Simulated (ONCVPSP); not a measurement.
# Zn: excitation energies, all-electron against ONCV

ONCVPSP 4.0.1 input, shortened (lines: element, Z, core and valence counts, functional; n l f; lmax; l rc ep ncon nbas qcut; lloc lpopt rc5 dvloc0; l nproj debl; icmod fcfact rcfact), PW91, scalar-relativistic:

```
  Zn 30.00    5    2  -109134      upf
    1    0    2.00
    2    0    2.00
    2    1    6.00
    3    0    2.00
    3    1    6.00
    3    2   10.00
    4    0    2.00
    3
    0    2.10    0.00    4    7    3.80
    1    2.15    0.05    5    8    3.30
    2    1.50    0.00    5    9   12.40
    3    1.90    0.15    3    7    5.00
    4    3    1.45    0.00
    0    2    1.00
    1    1    2.30
    2    1    0.50
    3    3    1.30
    4    0.70    0.00
```

Energies are relative to the spin-unpolarised reference configuration 3d10 4s2; without spin polarisation the order of configurations can differ from experiment.

```json
{"valence configuration": "3d10 4s1", "charge": "+1", "ΔE all-electron (eV)": "9.963", "error AE − PS (meV)": "-5.3"}
{"valence configuration": "3d10 4s0", "charge": "+2", "ΔE all-electron (eV)": "28.474", "error AE − PS (meV)": "-17"}
{"valence configuration": "3d9 4s0", "charge": "+3", "ΔE all-electron (eV)": "69.127", "error AE − PS (meV)": "-106"}
{"valence configuration": "3d8 4s0", "charge": "+4", "ΔE all-electron (eV)": "131.071", "error AE − PS (meV)": "-762"}
```

Levels in the configuration 3d10 4s1:

```json
{"level": "3d", "all-electron (eV)": "-19.867", "pseudo (eV)": "-19.824"}
{"level": "4s", "all-electron (eV)": "-14.071", "pseudo (eV)": "-14.081"}
```

Note: no bound ghost flagged; GHOST(+) flagged for f at 7.3 eV, s at 103.4 eV.
